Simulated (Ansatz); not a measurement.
Wavefunction ladder for `[CH3][Sn]([CH3])([Cl])[Cl]`

Z-matrix (Å, degrees):
```
C
Sn 1 2.120
H 1 1.090 2 109.6
H 1 1.090 2 109.6 3 120.8
H 1 1.089 2 108.3 3 -119.6
C 2 2.120 1 121.7 3 -60.4
Cl 2 2.334 1 107.1 3 63.0
Cl 2 2.334 1 107.1 3 176.1
H 6 1.090 2 109.6 1 -60.2
H 6 1.089 2 108.3 1 -179.8
H 6 1.090 2 109.6 1 60.6
```

Charge 0, multiplicity 1. Correlated methods include outer-core shells of Sn, which these sets cover unevenly. Sn: def2 effective core potential. Geometry: relaxed with PBE0-D4/def2-TZVP. Frozen core, restricted reference, Ansatz.

```
     basis      HF (Eh)  MP2 corr.  CCSD corr.       (T)  CCSD(T) total
  def2-SVP  -1211.33160   -0.66146           ?         ?              ?
def2-TZVPP            ?   -1.05848    -1.10745  -0.04270              ?
def2-QZVPP  -1211.78174          ?           –         –              –
```

Q: Fill in the withheld values. (An estimate is asked.)

A: Computed: def2-SVP CCSD corr.: -0.72235; def2-SVP (T): -0.01873; def2-SVP CCSD(T) total: -1212.07268; def2-TZVPP HF (Eh): -1211.74984; def2-TZVPP CCSD(T) total: -1212.89999; def2-QZVPP MP2 corr.: -1.33457.
